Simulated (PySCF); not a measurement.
Si(H)2(Me)(vinyl) (C3H8Si), SMILES C([SiH2]C)=C. Geometry optimised at PBE-D3(BJ)/def2-SVP. The values are those of a single conformer.

Question: Give the equilibrium geometry at PBE-D3(BJ)/def2-SVP (PySCF confirms it by a frequency run) as a Z-matrix. (Estimate from the structure and the level; the computed values follow.)

Answer: Several could match; the one computed here: 
```
Si
H 1 1.5077
H 1 1.5094 2 108.39
C 1 1.8805 2 107.99 3 118.75
C 4 1.3485 1 123.97 2 3.20
H 5 1.1043 4 122.30 1 179.46
H 5 1.1044 6 116.04 4 -179.88
H 4 1.1075 5 117.81 6 0.02
C 1 1.8924 2 110.51 3 -119.16
H 9 1.1085 1 110.74 2 -59.66
H 9 1.1088 10 108.32 1 -121.77
H 9 1.1090 10 108.07 11 -116.73
```
